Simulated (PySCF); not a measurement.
**Working out the ionisation energy of I⁺**

I⁺ [Kr] 4d10 5s2 5p4 (3P) → I²⁺ [Kr] 4d10 5s2 5p3 (4S). Computed with PySCF 2.14 in aug-cc-pVQZ-PP with ECP28MDF (7s7p5d3f2g, 92 functions), with a scalar-relativistic core potential. Frozen: 4s2 4p6 4d10. Energies in hartree (1 hartree = 27.21139 eV):

```
             part   I⁺ (lower)  I²⁺ (upper)
              UHF  -294.312021  -293.662923
MP2 opposite-spin    -0.078379    -0.053819
    MP2 same-spin    -0.020881    -0.018238
```

What does Hartree-Fock give?

(-293.662923) − (-294.312021) = 0.649098 hartree = 17.663 eV.

What do MP2 and SCS-MP2 (6/5 opposite-spin, 1/3 same-spin) give?

The opposite-spin parts differ by 0.668 eV and the same-spin parts by 0.072 eV. MP2: 17.663 + (0.668) + (0.072) = 18.403 eV. SCS-MP2: 17.663 + 1.2 × (0.668) + (0.072)/3 = 18.489 eV.

Measured between the centres of the two terms (NIST): 18.750 eV, so MP2 (valence) is off by -0.347 eV.

What remains against the reference includes basis incompleteness, the frozen core and correlation beyond second order.
